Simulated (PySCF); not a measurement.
Radial density of Dy⁺ (dysprosium, charge +1)

r2SCAN, [Xe] 4f9 6s1 6p1, one real determinant (an excited configuration). Calculation: PySCF 2.14, in x2c-TZVPPall with one added diffuse shell each of s, p, d, f type (12s8p8d5f2g, 129 functions); scalar relativity by spin-free X2C-1e.

```csv
r (bohr),4πr²ρ (e/bohr),4πr²(ρα − ρβ)
0.0253,78.08,0.0071
0.0426,95.31,0.0168
0.0716,116.1,0.0112
0.120,88.34,0.1069
0.203,101.3,1.0507
0.341,45.70,4.3551
0.573,50.79,6.4997
0.964,17.04,3.5207
1.62,6.771,0.6717
2.73,1.022,0.5207
4.59,0.4353,0.4335
7.71,0.02131,0.0213
13.0,5.540e-05,0.0001
```

Densities and radii are taken from the X2C orbitals without a picture-change correction, which distorts them close to the nucleus.

⟨L²⟩ = 27.05 against 42 for a pure I term, so this real determinant mixes terms. Spin-orbit coupling, absent here, splits the open shell strongly.
